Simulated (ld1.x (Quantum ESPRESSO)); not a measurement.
aluminium, TM semilocal: configuration errors across variants

```json
{"Element": "aluminium (Al)", "Generator": "ld1.x (Quantum ESPRESSO) 7.5", "Type": "norm-conserving Troullier–Martins (semilocal form)", "Functional": "PBE", "Relativity": "scalar-relativistic", "Frozen core": "[Ne]", "Valence charge": "3", "Reference configuration": "3s2 3p1", "Partial waves": "3s (bound): rc 1.90 bohr; 3p (bound): rc 2.75 bohr; 3d channel at -0.1 Ry: rc 2.40 bohr", "Local potential": "the d channel", "Core correction": "none"}
```

All-electron excitation energies from the reference (eV): (1) 3s2 3p0 5.761; (2) 3s1 3p0 24.987; (3) 3s2 3p0.5 2.086; (4) 3s2 3p1.3 -0.575; (5) 3s1 3p1 11.571; (6) 3s0 3p3 10.451; (7) 3s1 3p2 5.139.

A semilocal file is local in each channel, so a ghost entry of none says nothing of the separable form that plane-wave codes build from it.

Errors AE − PS in meV (a dash: test not solved or not reliable):

```tsv
change	(1)	(2)	(3)	(4)	(5)	(6)	(7)	bound ghosts
base	-2.7	+20	-0.5	0.0	+9.8	+30	+6.6	none
wave 3s (bound): rc 1.90 bohr becomes 3s (bound): rc 1.26 bohr	+2.4	+34	+0.3	+0.1	+12	+107	+13	none
wave 3s (bound): rc 1.90 bohr becomes 3s (bound): rc 1.48 bohr	-1.4	+23	-0.3	0.0	+9.8	+49	+7.4	none
wave 3s (bound): rc 1.90 bohr becomes 3s (bound): rc 1.62 bohr	-2.2	+21	-0.4	0.0	+9.9	+35	+7.5	none
wave 3s (bound): rc 1.90 bohr becomes 3s (bound): rc 1.86 bohr	-2.8	+20	-0.5	0.0	+9.8	+30	+6.5	none
wave 3s (bound): rc 1.90 bohr becomes 3s (bound): rc 2.02 bohr	-2.5	+20	-0.4	0.0	+9.7	+30	+6.7	none
wave 3s (bound): rc 1.90 bohr becomes 3s (bound): rc 2.22 bohr	-2.0	+21	-0.3	0.0	+9.2	+31	+6.7	none
wave 3s (bound): rc 1.90 bohr becomes 3s (bound): rc 2.42 bohr	-1.0	+21	-0.2	0.0	+7.5	+32	+5.6	none
wave 3s (bound): rc 1.90 bohr becomes 3s (bound): rc 2.66 bohr	+0.3	+20	0.0	0.0	+4.0	+26	+2.1	none
```

Give the same row for: wave 3s (bound): rc 1.90 bohr becomes 3s (bound): rc 2.84 bohr.

+1.3, +20, +0.1, 0.0, +1.5, +19, -0.6; bound ghosts: none.
